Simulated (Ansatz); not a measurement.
A calculation with Ansatz (development build ahead of 0.2.0).

```yaml
crystal:
  periodic: [false, false, false]
  atoms:
    - { symbol: Al, position_ang: [-0.2908, -0.08592, -0.05143] }
    - { symbol: Cl, position_ang: [-1.04342, 1.11367, -1.5138] }
    - { symbol: Cl, position_ang: [2.09931, 0.57171, 0.36166] }
    - { symbol: Cl, position_ang: [-0.7605, -1.62241, 1.1986] }
basis:
  gaussian: { orbitals: def2-SVP }
total_charge: 1
magnetization:
  spin_polarized: true
  initial_magnetization: 1
hamiltonian:
  xc: hf
output:
  forces: true
```

The input is written out in the form of the current development build from the run's settings.

Results

```json
{
  "Converged": "yes",
  "Total energy": "-1619.73839 hartree",
  "Spin squared of the determinant": "0.757",
  "Stability test": "minimum"
}
```

Forces (eV/Å):
```tsv
atom	Fx	Fy	Fz
Al1	-0.059	-0.017	-0.011
Cl2	0.277	-0.103	0.218
Cl3	-0.459	-0.126	-0.079
Cl4	0.241	0.247	-0.128
```
